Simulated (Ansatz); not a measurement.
One change: `[OH][GeH]1[CH2][O]1` becomes `[Cl][GeH]1[CH2][O]1`.

Ansatz, PBE0-D4/def2-TZVP geometries, multiplicity 1. Each molecule was computed in one conformer, which needn't be the lowest.

Scalar relativity is left out up to krypton.

```csv
property,`[OH][GeH]1[CH2][O]1`
"ideal-gas entropy at 298 K and 1 bar (rigid rotor, harmonic PBE0-D4/def2-TZVP) / J/(mol·K)",312
LUMO energy (PBE/def2-TZVPP) / eV,-1.35
HOMO energy (ωB97M-V/def2-TZVPP) / eV,-9.43
size of the dipole moment (ωB97M-V/def2-TZVPP) / D,2.40
size of the dipole moment (B3LYP/def2-TZVPP) / D,2.30
HOMO–LUMO gap (PBE/def2-TZVPP) / eV,4.65
```

Q: What does the change do to each property? (Best estimate.)

A: The calculation gave: 
```csv
property,`[Cl][GeH]1[CH2][O]1`,shift
"ideal-gas entropy at 298 K and 1 bar (rigid rotor, harmonic PBE0-D4/def2-TZVP) / J/(mol·K)",313,1
LUMO energy (PBE/def2-TZVPP) / eV,-2.02,-0.67
HOMO energy (ωB97M-V/def2-TZVPP) / eV,-9.65,-0.22
size of the dipole moment (ωB97M-V/def2-TZVPP) / D,2.43,0.03
size of the dipole moment (B3LYP/def2-TZVPP) / D,2.38,0.08
HOMO–LUMO gap (PBE/def2-TZVPP) / eV,4.28,-0.37
```

With PBE0 the HOMO falls by 0.27 eV and the LUMO falls by 0.69 eV, so the gap narrows by about 0.42 eV. PBE moves the HOMO by -0.30 eV and ωB97M-V by -0.22 eV. The zero-point energy changes by -31.9 kJ/mol with -3 modes. Dipoles are sizes alone; their direction can turn.

B3LYP here is the variant with VWN-RPA as its local correlation; programs differ in this.
